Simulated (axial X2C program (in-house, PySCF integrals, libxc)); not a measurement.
# Density and ELF of CoF⁺

Computed with an in-house all-electron X2C program for linear molecules (integrals from PySCF). Two-component (2c) means X2C with spin–orbit coupling and atomic mean-field two-electron Coulomb and Gaunt terms. Basis: Co dyall-cv3z [9s10p6d3f2g], F dyall-av3z [7s6p3d2f] (cores contracted in-house); Gaussian nuclei, density fitting, unrestricted open shells. Masses: Co 58.933 u, F 18.998 u.

PBE0, two-component, state Ω = 9/2 (⟨Sz⟩ = 1.50, ⟨Lz⟩ = 3.00 at PBE0); Co at z = 0, F at z = 1.689 Å.

The maps cover the half plane through the axis: z from -2.4 to 3.6 Å along the bond, ρ from 0.15 to 2.25 Å away from it.

log10 of the density in e/bohr³:

```
 ρ\z  -2.4  -1.8  -1.2  -0.6   0.0   0.6   1.2   1.8   2.4   3.0   3.6
0.15  -4.8  -3.5  -2.2  -0.4   1.4  -0.4  -0.3   0.4  -0.9  -2.4  -3.7
0.45  -4.8  -3.6  -2.2  -0.8   0.2  -0.7  -0.6  -0.2  -1.2  -2.5  -3.8
0.75  -4.8  -3.7  -2.5  -1.3  -0.8  -1.3  -1.2  -0.9  -1.6  -2.8  -3.9
1.05  -4.9  -3.8  -2.8  -1.9  -1.6  -1.8  -1.7  -1.6  -2.2  -3.1  -4.2
1.35  -5.1  -4.1  -3.2  -2.5  -2.2  -2.3  -2.3  -2.3  -2.7  -3.5  -4.4
1.65  -5.3  -4.4  -3.6  -3.0  -2.8  -2.8  -2.8  -2.9  -3.3  -3.9  -4.8
1.95  -5.6  -4.7  -4.0  -3.6  -3.4  -3.4  -3.4  -3.5  -3.8  -4.4  -5.2
2.25  -5.9  -5.1  -4.5  -4.1  -3.9  -3.9  -3.9  -4.0  -4.3  -4.9  -5.7
```

Electron localisation function (collinear form, no current term, damped to 0 at low density):

```
 ρ\z  -2.4  -1.8  -1.2  -0.6   0.0   0.6   1.2   1.8   2.4   3.0   3.6
0.15  0.00  0.00  0.01  0.49  0.59  0.37  0.81  0.14  0.77  0.21  0.01
0.45  0.00  0.00  0.02  0.38  0.75  0.24  0.77  0.87  0.71  0.16  0.00
0.75  0.00  0.00  0.02  0.19  0.33  0.13  0.60  0.79  0.54  0.10  0.00
1.05  0.00  0.00  0.02  0.09  0.11  0.09  0.33  0.52  0.29  0.04  0.00
1.35  0.00  0.00  0.01  0.05  0.06  0.06  0.14  0.23  0.11  0.01  0.00
1.65  0.00  0.00  0.01  0.02  0.03  0.03  0.05  0.07  0.03  0.00  0.00
1.95  0.00  0.00  0.00  0.01  0.01  0.01  0.01  0.01  0.00  0.00  0.00
2.25  0.00  0.00  0.00  0.00  0.00  0.00  0.00  0.00  0.00  0.00  0.00
```

Axial spin density in 10⁻³ e/bohr³:

```
 ρ\z  -2.4  -1.8  -1.2   -0.6    0.0    0.6  1.2   1.8  2.4  3.0  3.6
0.15   0.0   0.1   3.3  120.5  883.2  100.2  5.0  72.9  3.8  0.1  0.0
0.45   0.0   0.1   1.8   35.7  271.1   24.2  1.6  20.0  1.9  0.1  0.0
0.75   0.0   0.0   0.7   10.2   50.5    7.9  0.3   3.0  0.6  0.1  0.0
1.05   0.0   0.0   0.3    3.4   11.4    3.4  0.1   0.4  0.1  0.0  0.0
1.35   0.0   0.0   0.1    1.1    2.9    1.3  0.1   0.0  0.0  0.0  0.0
1.65   0.0   0.0   0.1    0.4    0.8    0.4  0.1   0.0  0.0  0.0  0.0
1.95   0.0   0.0   0.0    0.1    0.2    0.1  0.0   0.0  0.0  0.0  0.0
2.25   0.0   0.0   0.0    0.0    0.1    0.0  0.0   0.0  0.0  0.0  0.0
```

One determinant describes the state; a PBE0 search over occupations chose it and may have missed a lower one. Density functionals use the spin component along the axis (collinear). PBE0 can misorder states that lie within some tenths of an eV, so this need not be the ground state of the molecule. The nearest other 2c determinant of the search, Ω = 7/2, lies 0.18 eV up at the distance of the search. The functionals have no current-density term, which raises determinants with orbital currents, atoms included. With several unpaired electrons one determinant need not be a pure state.
